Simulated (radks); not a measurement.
Results of a calculation; reference values are marked as such.
B III, 3 electrons, occupied as [He] 2s1. Code: a radial shooting solver on a logarithmic mesh with Libxc functionals. Model: scalar-relativistic Kohn-Sham, exchange-only LDA, spin-polarised, spherical densities, finite nucleus; open shells are filled with parallel spins first; Fermi nuclear charge, rms radius 2.406 fm. Some entries of the table are withheld. Estimate them.

| orbital | occ. | eigenvalue (eV) | <1/r> (bohr^-1) | <r^2> (bohr^2) |
|---|---|---|---|---|
| 1s up | 1 | (1) | 4.625 | 0.1492 |
| 1s down | 1 | (2) | 4.629 | 0.1479 |
| 2s up | 1 | -31.6223 | 0.8813 | 3.150 |
| 2s down | 0 | -25.2737 | 0.8600 | 3.447 |

Answer. 
(1) 1s up eigenvalue (eV): -207.1139
(2) 1s down eigenvalue (eV): -206.2111
